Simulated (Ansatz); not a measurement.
`F[Si](Cl)(Cl)[GeH3]` + `SS` → `S[S][GeH3]` + `F[SiH](Cl)Cl` at 500 K and 1 bar (cleavage of the Ge–Si bond).

Computed with Ansatz on PBE0-D4/def2-TZVP structures; ΔE is electronic, products minus reactants. CBS: MP2 limit from def2 TZ/QZ plus the TZ coupled-cluster correction, frozen cores. This one scheme is used for every species. For Ge outer-core shells are correlated without core-valence functions, which leaves a few kJ/mol of doubt a bond. Scalar relativity is left out up to krypton. One conformer a species, not always the lowest.

```json
{"species": "`F[Si](Cl)(Cl)[GeH3]`", "CCSD(T)/CBS energy (Eh)": "-3386.51611", "H − E (kJ/mol)": "129.9", "S (J/(mol·K))": "453.2"}
{"species": "`SS`", "CCSD(T)/CBS energy (Eh)": "-796.74576", "H − E (kJ/mol)": "70.8", "S (J/(mol·K))": "278.5"}
{"species": "`S[S][GeH3]`", "CCSD(T)/CBS energy (Eh)": "-2874.07545", "H − E (kJ/mol)": "128.3", "S (J/(mol·K))": "378.8"}
{"species": "`F[SiH](Cl)Cl`", "CCSD(T)/CBS energy (Eh)": "-1309.19911", "H − E (kJ/mol)": "71.9", "S (J/(mol·K))": "352.5"}
```

H − E and S are ideal-gas, rigid-rotor, harmonic terms from PBE0-D4/def2-TZVP, for one conformer and one mirror image of each species. 1 Eh = 2625.50 kJ/mol, R = 8.31446 J/(mol·K).

Q: By hand: ΔE, ΔH, ΔS and ΔG.

A: ΔE = (-2874.07545) + (-1309.19911) − (-3386.51611) − (-796.74576) = -0.01269 Eh = -33.3 kJ/mol. Δ(H − E) = 128.3 + 71.9 − 129.9 − 70.8 = -0.5, so ΔH = -33.8 kJ/mol. ΔS = 378.8 + 352.5 − 453.2 − 278.5 = -0.4 J/(mol·K). ΔG = -33.8 − 500 × (-0.4)/1000 = -33.6 kJ/mol.

Q: By hand: the equilibrium constant, and the temperature at which ΔG would vanish if ΔH and ΔS stayed fixed.

A: log₁₀ K = −ΔG/(RT ln 10) = 3.5. ΔG = 0 at ΔH/ΔS = 84500 K, far beyond where these terms or the molecules hold.

The number of gas molecules stays the same, so ΔS is small and ΔH decides. A doubt of 5 kJ/mol in ΔE shifts log₁₀ K by 0.5 here. Other conformers and mirror images would add mixing entropy, several J/(mol·K) or more a flexible species. These are equilibria of isolated gas molecules and say nothing of rates. Largest T1 diagnostic: 0.012 (customary marks: 0.02 for closed shells, 0.045 for open ones).
